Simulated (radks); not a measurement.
Values are calculated unless marked as measured or tabulated.
Task: The table gives one normalised radial function P(r) = r R(r) (large component) of Co+ in [Ne] 3s1.75 3p6 3d8 4f0.25 (r in bohr). Code: a radial shooting solver on a logarithmic mesh with Libxc functionals. Model: Dirac Kohn-Sham, LDA (Slater exchange, Perdew-Wang correlation), spin-unpolarised, spherical densities, point nucleus; open shells are shared between the two j in proportion to 2j + 1.

r,P
0.002182,0.0016
0.002981,0.0027
0.004072,0.0047
0.005608,0.0081
0.007662,0.0140
0.01055,0.0245
0.01441,0.0421
0.01969,0.0714
0.02712,0.1200
0.03705,0.1928
0.05102,0.2989
0.0697,0.4283
0.09523,0.5575
0.1311,0.6268
0.1792,0.5398
0.2467,0.2092
0.3371,-0.3266
0.4605,-0.8834
0.6341,-1.1824
0.8663,-1.0669
1.193,-0.6818
1.63,-0.3115
2.227,-0.0948
3.066,-0.0162
4.189,-0.0014
5.769,0.0000
7.881,0.0000
10.77,0.0000
14.83,0.0000
20.26,0.0000
27.9,0.0000
38.11,0.0000

Which n and l does it have? It may be an empty orbital.

Result: n = 3, l = 1: the number of nodes gives n - l - 1 = 1, the rise at small r points to l (for j = l - 1/2 the large component starts as r^gamma with gamma = sqrt(l^2 - (Z/c)^2) = 0.98 and the r^(l+1) term takes over further out; the orbital of l - 1 with the same j starts with the same power, but with a larger coefficient, and does not steepen), and the extent must fit the shell. The curve is that of 3p1/2; the two j differ most near the nucleus, where j = l - 1/2 has the larger amplitude, and in heavy atoms j = l - 1/2 is also the more compact. 3p1/2: eigenvalue -73.487 eV, 1 radial node at r = 0.282 bohr, <r> = 0.816 bohr, 90 % of the charge inside 1.26 bohr.
